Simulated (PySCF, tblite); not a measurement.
Isomers of C4H11NOSi2. Computed values, GFN2-xTB/tblite, gas phase, harmonic and unscaled. Errors from tens to a few hundred cm⁻¹ against measured bands are possible. Modes of hydrogen on silicon can be 10 to 20 % off. One conformer each.

Electronic energies: PBE0/pcSseg-1 single points on the GFN2-xTB geometries (PySCF, gas phase).

| SMILES | electronic energy, lowest = 0 (kcal/mol) |
| --- | --- |
| C[Si@H]1C[Si@H](NC=O)C1 | 0.0 |
| C/N=C/[Si@H]1CC[SiH2]O1 | 3.6 |
| N#C[SiH2][SiH2]CCCO | 51.4 |

Q: How do GFN2-xTB zero-point energies change the relative energies?

A: 
```csv
SMILES,ZPE (kcal/mol),of it from modes above 1550 cm⁻¹,electronic (kcal/mol),"with ZPE, lowest = 0 (kcal/mol)",lowest mode (cm⁻¹),rings
C[Si@H]1C[Si@H](NC=O)C1,89.1,48.2,0.0,0.0,29,1
C/N=C/[Si@H]1CC[SiH2]O1,88.8,45.9,3.6,3.2,35,1
N#C[SiH2][SiH2]CCCO,86.3,46.3,51.4,48.6,9,0
```

The zero-point energies span 2.8 kcal/mol, from `N#C[SiH2][SiH2]CCCO` to `C[Si@H]1C[Si@H](NC=O)C1`. The order is unchanged.

Q: And how do the electronic energies of GFN2-xTB itself compare?

A: `C[Si@H]1C[Si@H](NC=O)C1` 44.6; `C/N=C/[Si@H]1CC[SiH2]O1` 0.0; `N#C[SiH2][SiH2]CCCO` 81.5 kcal/mol, lowest = 0. Against the energies above, taken from the same isomer `C[Si@H]1C[Si@H](NC=O)C1`, the largest difference is 48.2 kcal/mol.
